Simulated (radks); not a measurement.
Problem. Species: Ga VII. Configuration: [Ar] 3d7 (the NIST ground configuration). Method: Dirac Kohn-Sham, BLYP, spin-unpolarised, spherical densities, point nucleus; open shells fill j = l - 1/2 first; computed with a radial shooting solver on a logarithmic mesh with Libxc functionals. Some entries of the table are withheld. Estimate them.

orbital  occ.  eigenvalue (hartree)  r(max) (bohr)  <1/r> (bohr^-1)
1s1/2       2             -380.3384        0.03178              (1)
2s1/2       2             -50.83871         0.1825            6.885
2p1/2       2                   (2)         0.1445            6.845
2p3/2       4                   (3)         0.1473            6.670
3s1/2       2              -9.58755         0.5584            2.254
3p1/2       2              -7.84890         0.5524            2.142
3p3/2       4              -7.70403         0.5601            2.102
3d3/2       4              -4.75836         0.5052              (4)
3d5/2       3              -4.73666         0.5076              (5)

Solution. 
(1) 1s1/2 <1/r> (bohr^-1): 31.30
(2) 2p1/2 eigenvalue (hartree): -45.52121
(3) 2p3/2 eigenvalue (hartree): -44.50440
(4) 3d3/2 <1/r> (bohr^-1): 1.860
(5) 3d5/2 <1/r> (bohr^-1): 1.851
